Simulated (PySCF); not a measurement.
**`CC1(C)C[C@@H]([SiH3])[C@]1(C)F`: 4 charge schemes on one density**

Species: C₇H₁₅FSi.
Cartesian coordinates in Å at the GFN2-xTB level; atoms count from 1:
```xyz
24
C7H15FSi angstrom
C     -1.9956    1.0842   -0.7115
C     -1.0283    0.1963    0.0639
C     -1.8061   -0.8473    0.8538
C      0.0029    1.0182    0.8654
C      1.0476    0.7876   -0.2440
Si     2.8409    0.4109    0.2511
C      0.1380   -0.3064   -0.8331
C      0.5883   -1.7419   -0.6559
F     -0.0969   -0.1283   -2.1937
H     -2.6831    1.5749   -0.0255
H     -1.4593    1.8459   -1.2716
H     -2.5699    0.4885   -1.4176
H     -2.5147   -0.3485    1.5123
H     -2.3629   -1.4979    0.1831
H     -1.1490   -1.4588    1.4666
H     -0.2670    2.0540    1.0605
H      0.2728    0.5414    1.8067
H      1.0422    1.6333   -0.9362
H      2.8636   -0.6132    1.2996
H      3.5976   -0.0422   -0.9153
H      3.4214    1.6461    0.7811
H      0.8273   -1.9458    0.3819
H      1.4744   -1.9121   -1.2639
H     -0.1957   -2.4193   -0.9874
```

Density: PBE0/pcSseg-1 (PySCF); schemes: Mulliken, IAO, Hirshfeld and ESP-fitted. Isolated species at its GFN2-xTB geometry (one conformer only).

**Question.** At which atom do the 4 schemes differ most?

**Answer.** At C2: from -0.657 (Mulliken) to +0.525 e (ESP-fitted), 1.182 e apart.

**Question.** Do the Mulliken, IAO, Hirshfeld and ESP-fitted schemes agree on where the charge is highest?

**Answer.** The schemes don't all agree: Mulliken Si6 (+0.512); IAO Si6 (+0.581); Hirshfeld Si6 (+0.306); ESP-fitted C2 (+0.525).

**Question.** Do the Mulliken, IAO, Hirshfeld and ESP-fitted schemes agree on where the charge is lowest?

**Answer.** The schemes don't all agree: Mulliken C2 (-0.657); IAO C8 (-0.437); Hirshfeld C8 (-0.129); ESP-fitted C3 (-0.624).

**Question.** What partial charge does each atom carry?

**Answer.** In e:

```
atom                  environment  Mulliken     IAO  Hirshfeld  ESP-fitted
  C1                methyl carbon    -0.101  -0.413     -0.124      -0.539
  C2    four-membered-ring carbon    -0.657  +0.031     +0.017      +0.525
  C3                methyl carbon    -0.120  -0.421     -0.120      -0.624
  C4    four-membered-ring carbon    +0.012  -0.265     -0.074      -0.403
  C5  sp3 carbon bound to silicon    -0.495  -0.409     -0.127      -0.124
 Si6                 SiH3 silicon    +0.512  +0.581     +0.306      +0.291
  C7               sp3 C–F carbon    +0.185  +0.318     +0.108      +0.406
  C8                methyl carbon    -0.200  -0.437     -0.129      -0.589
  F9               alkyl fluorine    -0.333  -0.336     -0.110      -0.310
 H10              methyl hydrogen    +0.111  +0.136     +0.040      +0.131
 H11              methyl hydrogen    +0.107  +0.141     +0.037      +0.128
 H12              methyl hydrogen    +0.117  +0.145     +0.038      +0.135
 H13              methyl hydrogen    +0.117  +0.142     +0.042      +0.152
 H14              methyl hydrogen    +0.113  +0.139     +0.041      +0.149
 H15              methyl hydrogen    +0.105  +0.133     +0.037      +0.143
 H16           methylene hydrogen    +0.117  +0.136     +0.040      +0.115
 H17           methylene hydrogen    +0.103  +0.126     +0.035      +0.109
 H18             methine hydrogen    +0.153  +0.157     +0.041      +0.085
 H19                Si–H hydrogen    -0.089  -0.124     -0.078      -0.085
 H20                Si–H hydrogen    -0.073  -0.116     -0.076      -0.090
 H21                Si–H hydrogen    -0.080  -0.113     -0.078      -0.083
 H22              methyl hydrogen    +0.120  +0.144     +0.044      +0.146
 H23              methyl hydrogen    +0.144  +0.152     +0.044      +0.172
 H24              methyl hydrogen    +0.131  +0.152     +0.046      +0.162
```

Mean size of the charges over all atoms: ESP-fitted 0.237 e, IAO 0.219 e, Mulliken 0.179 e, Hirshfeld 0.076 e. Each set sums to the total charge, 0, to within 0.001 e. The Hirshfeld scheme divides the density at each point in proportion to the densities of the neutral, spherically averaged free atoms. The ESP scheme is a least-squares fit of atom-centred charges to the potential on four shells outside the van der Waals surface, with the total charge fixed.

**Question.** How many electrons does the Mulliken scheme count on Si6?

**Answer.** Z − q = 14 − (+0.512) = 13.488.

**Question.** How closely do the schemes follow one another over all atoms?

**Answer.** Correlation coefficient and root-mean-square difference: IAO with Hirshfeld 0.96, 0.169 e; IAO with ESP-fitted 0.86, 0.148 e; Hirshfeld with ESP-fitted 0.77, 0.228 e; Mulliken with IAO 0.72, 0.186 e; Mulliken with Hirshfeld 0.72, 0.180 e; Mulliken with ESP-fitted 0.30, 0.317 e.

**Question.** Sum the charges by element, for elements with more than one atom.

**Answer.** 
```
element  atoms  Mulliken     IAO  Hirshfeld  ESP-fitted
      C      7    -1.375  -1.595     -0.449      -1.349
      H     15    +1.196  +1.350     +0.253      +1.369
```
